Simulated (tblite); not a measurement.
Torsional barriers computed with GFN2-xTB (tblite), climbing-image nudged elastic band, gas phase; electronic energies of the top image counted from the start geometry. The bands met a force threshold of 0.05 eV/Å; their tops weren't refined or checked by frequencies and can lie a kcal/mol or more above the method's true saddle points. Atom numbers follow the mapped SMILES.

Problem. Rank the forward barriers of these bands, lowest first.
A. `[N:1]#[C:2][CH2:3][SiH2:4][SiH3:5]`: C2–C3–Si4–Si5 from 58° to 178°
B. `[O:1]=[C:2]([CH:3]=[C:4]1[CH:5]=[CH:6]1)[C:7]([F:8])([F:9])[F:10]`: C3–C2–C7–F9 from -60° to 59°
C. `[CH3:1][CH:2]([CH3:3])[C:4]([Cl:5])([Cl:6])[Cl:7]`: C3–C2–C4–Cl6 from 62° to -178°

Solution. A (1.5 kcal/mol), B (3.2 kcal/mol), C (5.7 kcal/mol).

```
               SMILES                     ends of the turned bond  barrier (kcal/mol)  end above start (kcal/mol)  dihedral at top (°)  bond at start (Å)  bond at top (Å)  Eyring rate at 298 K (s⁻¹)
     N#CC[SiH2][SiH3]  sp3 carbon bound to silicon / SiH2 silicon                 1.5                         0.5                  119              1.931            1.938                   5 × 10^11
O=C(C=C1C=C1)C(F)(F)F         ketone carbonyl carbon / CF3 carbon                 3.2                         0.0                   -1              1.561            1.561                   3 × 10^10
     CC(C)C(Cl)(Cl)Cl                 sp3 CH carbon / CCl3 carbon                 5.7                         0.0                  122              1.528            1.550                    4 × 10^8
```

Rates take the electronic barrier for the free energy of activation. GFN2-xTB barriers can miss by several kcal/mol, and conformer orders can be wrong, so the ranking may change at better levels.
